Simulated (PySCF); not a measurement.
P₂, charge -1, doublet, geometry from GFN2-xTB (a state made from the parent by changing its charge; the spin is typed, not shown lowest) (in this run its highest filled SCF level lies above zero, so its values depend strongly on the basis, on diffuse functions most of all); M06/def2-SV(P) (PySCF).

PySCF was given this input:
```python
from pyscf import gto, scf, dft

mol = gto.M(
    atom='''
P    -0.00000000   -0.00000000   -0.99122351
P     0.00000000    0.00000000    0.99122351
''',
    basis='def2-sv(p)',
    charge=-1,
    spin=1,
    verbose=4,
)

mf = dft.UKS(mol)
mf.xc = 'm06'
mf.grids.atom_grid = (30, 110)
mf.kernel()
```

What does PySCF print? Leave out banner, timings and long lists.


```
PySCF version 2.14.0

[INPUT] verbose = 4
[INPUT] num. atoms = 2
[INPUT] num. electrons = 31
[INPUT] charge = -1
[INPUT] spin (= nelec alpha-beta = 2S) = 1
[INPUT] symmetry False subgroup None
[INPUT] Mole.unit = angstrom
[INPUT] Symbol           X                Y                Z      unit          X                Y                Z       unit  Magmom
[INPUT]  1 P      0.000000000000   0.000000000000  -0.991223510000 AA    0.000000000000   0.000000000000  -1.873140962130 Bohr   0.0
[INPUT]  2 P      0.000000000000   0.000000000000   0.991223510000 AA    0.000000000000   0.000000000000   1.873140962130 Bohr   0.0

nuclear repulsion = 60.0595482531483
number of shells = 16
number of NR pGTOs = 72
number of NR cGTOs = 36
basis = def2-sv(p)
ecp = {}

******** <class 'pyscf.dft.uks.UKS'> ********
method = UKS
initial guess = minao
damping factor = 0
level_shift factor = 0
DIIS = <class 'pyscf.scf.diis.CDIIS'>
diis_start_cycle = 1
diis_space = 8
diis_damp = 0
SCF conv_tol = 1e-09
SCF conv_tol_grad = None
SCF max_cycles = 50
direct_scf = True
direct_scf_tol = 1e-13
number electrons alpha = 16  beta = 15
XC library pyscf.dft.libxc version 7.1.2
    S. Lehtola, C. Steigemann, M. J. T. Oliveira, and M. A. L. Marques,  SoftwareX 7, 1–5 (2018)
XC functionals = m06
    Y. Zhao and D. G. Truhlar,  Theor. Chem. Acc. 120, 215 (2008)
    Y. Zhao and D. G. Truhlar,  Theor. Chem. Acc. 120, 215 (2008)
radial grids:
    Treutler-Ahlrichs [JCP 102, 346 (1995); DOI:10.1063/1.469408] (M4) radial grids

becke partition: Becke, JCP 88, 2547 (1988); DOI:10.1063/1.454033
pruning grids: <function nwchem_prune>
grids dens level: 3
symmetrized grids: False
atomic radii adjust function: <function treutler_atomic_radii_adjust>
User specified grid scheme (30, 110)
small_rho_cutoff = 0
Set gradient conv threshold to 3.16228e-05
tot grids = 4920
init E= -682.424881583363

cycle= 1 E= -682.420963311145  delta_E= 0.00392  |g|= 0.179  |ddm|= 1.33
cycle= 2 E= -682.432685038661  delta_E= -0.0117  |g|= 0.141  |ddm|= 0.642
cycle= 3 E= -682.446942013354  delta_E= -0.0143  |g|= 0.00868  |ddm|= 0.238
cycle= 4 E= -682.446993473511  delta_E= -5.15e-05  |g|= 0.00229  |ddm|= 0.0203
cycle= 5 E= -682.446997259799  delta_E= -3.79e-06  |g|= 0.00017  |ddm|= 0.00447
cycle= 6 E= -682.446997290214  delta_E= -3.04e-08  |g|= 1.44e-05  |ddm|= 0.000408
cycle= 7 E= -682.446997290594  delta_E= -3.8e-10  |g|= 1.35e-06  |ddm|= 4.59e-05
Extra cycle  E= -682.446997290601  delta_E= -7.62e-12  |g|= 6.9e-07  |ddm|= 1.13e-05
converged SCF energy = -682.446997290601  <S^2> = 0.75045921  2S+1 = 2.0004592
```
